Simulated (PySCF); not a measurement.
SMILES CC(C)[SiH2]S, singlet, GFN2-xTB optimised geometry. Atoms within 1.6 Å of the plane z = 1.5 Å (x, y, z in Å): C1 (-0.41, -1.15, 1.19), C2 (0.12, -0.36, 0.00), C3 (1.65, -0.36, 0.00), Si4 (-0.58, 1.40, 0.00), H6 (-1.50, -1.19, 1.18), H7 (-0.09, -0.69, 2.13), H8 (-0.03, -2.17, 1.17), H10 (2.04, 0.11, 0.90), H12 (2.03, -1.38, -0.04), H13 (-0.14, 2.17, 1.16).

Calculation: PBE0/def2-TZVP (PySCF 2.14.0). Cells within 0.4 Å of a nucleus heavier than hydrogen are left out (blank, or x).

Map of the log10 of the electron density (e/bohr³), floored at −4 on the plane z = 1.5 Å:

```
|00000000000000000000000000000|
|00000000000000000000000000000|
|00000000000111110000000000000|
|00000000001233322100000000000|
|00000000112344443210000000000|
|00000001123556654320000000000|
|00000011234567765421000000000|
|00000012345678876431000000000|
|00000122345678876432100000000|
|00000123345677765432211000000|
|00000123345566655433332100000|
|00000122344555554344444310000|
|00000112334455544445555421000|
|00000012334455554456665431000|
|00000123445667665556766431000|
|00000124566788876556665431000|
|00000235678899986555554321000|
|0000024578999x987544444320000|
|0000024578999x987544433210000|
|00000235678899987543332100000|
|00000134567789986532221100000|
|00000023455678986532111000000|
|00000012334567775431100000000|
|00000000123455654321000000000|
|00000000012334443210000000000|
|00000000000122221100000000000|
|00000000000001100000000000000|
|00000000000000000000000000000|
|00000000000000000000000000000|
```
Scale: ten equal steps from -4.00 (start of '0') to -0.582 (end of '9'), in the order '0123456789'; x runs from -4.50 to 4.50, y from -4.50 (bottom) to 4.50 (top).
